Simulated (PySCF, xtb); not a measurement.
C3H6BNO, SMILES NB(OC)C#C.

GFN2-xTB (xtb) at its own geometry gives an orbital gap of 5.19 eV and a dipole moment of 0.35 D.

Geometry: PBE0-D3(BJ)/def2-SVP. This is a generated structure with no PubChem entry under its InChIKey; it may be hypothetical. Other conformers were not sampled.

Q: What does r2SCAN/def2-TZVP (PySCF) give? (Estimate from the structure and the level; the computed values follow.)

A: gap 5.50 eV (levels -6.39 and -0.89 eV), dipole 0.44 D.
